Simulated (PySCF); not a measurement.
C₆H₅O, SMILES c1(cc[c]cc1)O, doublet at its B3LYP/def2-SVP optimised geometry (Å):

```
12

O      1.8723    -0.0394     0.0001
C      0.5129     0.0109     0.0000
C     -0.1798    -1.2116     0.0001
C     -1.5817    -1.2237     0.0001
C     -2.2286    -0.0027     0.0001
C     -1.5996     1.2240     0.0000
C     -0.1939     1.2240     0.0000
H      2.2286     0.8584    -0.0001
H      0.3954    -2.1405     0.0000
H     -2.1246    -2.1731     0.0000
H     -2.1512     2.1684     0.0000
H      0.3533     2.1731     0.0000
```

Method: unrestricted B3LYP/def2-TZVP (PySCF 2.14.0). Cells within 0.4 Å of a nucleus heavier than hydrogen are left out (blank, or x).

Map of the deformation density (molecule minus spherical neutral atoms) (e/bohr³) on the plane z = 0.0 Å:

```
|1111111111111111111111111111111|
|1111111111111111111111111111111|
|1111111111111111111111111111111|
|1111111111111111111111111111111|
|1111111111111111111111111111111|
|1111111111111111111111111111111|
|1111111011111111111111111111111|
|1111111122111112311111111111111|
|1111111395211125931111111111111|
|1111111377311137731111111111111|
|111111124xx454xx421110001111111|
|111111112xx788xx210000000111111|
|111111125xx343xx520012520111111|
|1111111388311027830114841111111|
|1111112xx5200014xx231x321111111|
|1111123xx2000001xxx6xxx01111111|
|1111112xx5200014xx130xx21111111|
|1111111388311027830002321111111|
|111111125xx343xx520001111111111|
|111111112xxx88xx210011111111111|
|111111124xx454xx521111111111111|
|1111111378311127841111111111111|
|1111111396211125941111111111111|
|1111111122111112211111111111111|
|1111111011111111101111111111111|
|1111111111111111111111111111111|
|1111111111111111111111111111111|
|1111111111111111111111111111111|
|1111111111111111111111111111111|
|1111111111111111111111111111111|
|1111111111111111111111111111111|
```
Scale: ten equal steps from -0.026 (start of '0') to 0.123 (end of '9'), in the order '0123456789'; x runs from -4.50 to 4.50, y from -4.50 (bottom) to 4.50 (top).
